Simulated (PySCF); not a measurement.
**State search for InCl**

Unrestricted PBE0; basis In def2-TZVPP with ECP28, Cl def2-TZVPP; scalar-relativistic core potentials; PySCF 2.14. Outer shells of the fragments: In 4d10 5s2 5p1; Cl 3s2 3p5.

Followed along the bond (rough minima from three points):

```json
{"2Ms+1": "1", "unpaired": "none", "⟨S²⟩ at the start": "0.00", "R at minimum (Å)": "2.42", "Te (eV)": "0.00"}
{"2Ms+1": "3", "unpaired": "σ ↑, π ↑", "⟨S²⟩ at the start": "2.00", "R at minimum (Å)": "2.37", "Te (eV)": "3.41"}
```

Solutions found at the starting distance of 2.360 Å, counted from the lowest of them; the search is not exhaustive and high or unbound solutions are not listed, so other states can lie among these:

```csv
2Ms+1,unpaired,term,E (eV),⟨S²⟩,⟨Lz²⟩,μ (D)
1,none,¹Σ⁺,0.00,0.00,0.00,-3.09
3,"σ ↑, π ↑",³Π,3.39,2.00,1.00,-2.21
1,"σ ↑, π ↓",mixed,3.89,1.01,1.00,-1.75
3,σ ↑↑,³Σ⁺,5.40,2.00,0.00,-0.50
3,π ↑↑,mixed,5.64,2.01,2.01,2.95
3,π ↑↑,mixed,5.79,2.01,2.01,3.05
3,"σ ↑, π ↑",³Π,7.31,2.01,1.01,3.71
```

A term symbol is given only where ⟨S²⟩ and ⟨Lz²⟩ are close to those of a pure state; real π, δ and φ orbitals otherwise mix terms. A positive dipole means In(−)Cl(+).

Spin–orbit coupling is left out. Counting both spins, an empty level lies below a filled one in some of these solutions, because spin and occupation are held.
